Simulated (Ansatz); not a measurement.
Cartesian coordinates in Å:
```
F 1.215 2.298 -0.558
C 0.694 1.186 0.082
Si 1.411 -0.428 -0.787
B -0.731 0.777 -0.185
Si -1.607 -0.677 0.907
H 1.108 1.126 1.093
H 0.549 -0.880 -1.910
H 1.539 -1.514 0.214
H 2.732 -0.010 -1.312
H -1.314 1.253 -1.115
H -0.776 -1.140 2.053
H -1.938 -1.862 0.066
H -2.882 -0.130 1.451
```

Total charge 0; spin multiplicity 1.

Q: List the r2SCAN/def2-TZVPP orbital energies in eV (the Gaussian-basis code of Ansatz). (Best estimate.)

A: The calculation gave: Occupied: -1791.66, -1790.71, -666.20, -275.11, -180.48, -142.13, -141.23, -97.01, -96.97, -96.97, -96.09, -96.09, -96.07, -31.63, -18.67, -14.43, -14.01, -13.11, -12.74, -11.30, -10.46, -9.52, -9.34, -8.83, -8.74, -8.46, -7.67, -7.22. Lowest empty: -2.53, -0.29, 0.04, 0.47, 0.80, 0.88, 1.12, 1.31.
